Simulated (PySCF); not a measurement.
Bi(Br)(Me)2 (C2H6BiBr), SMILES [Br][Bi]([CH3])[CH3].

Geometry optimised at B3LYP-D3(BJ)/def2-SVP. The def2 effective core potentials stand for the cores of Bi; spin–orbit coupling is left out.

Level of theory: C-PCM-ωB97X/def2-SVP run with PySCF 2.14.0.

The values are the electrostatic part of the solvation free energy, E(continuum) − E(gas) at the gas-phase geometry, in a cavity of scaled van der Waals radii (PySCF's table); cavitation and dispersion terms are not included. A continuum can't describe solvent molecules that bind to the metal. In vacuum the orbital gap is 9.44 eV. The dipole moment in vacuum is 3.90 D.

Computed values in water (ε = 78.36), toluene (ε = 2.37), dimethylsulfoxide (ε = 46.83):
| solvent | ε | ΔG(elec) (kcal/mol) | dipole (D) | gap (eV) |
|---|---|---|---|---|
| water | 78.36 | -5.9 | 5.64 | 9.60 |
| toluene | 2.37 | -3.1 | 4.78 | 9.53 |
| dimethylsulfoxide | 46.83 | -5.8 | 5.62 | 9.59 |
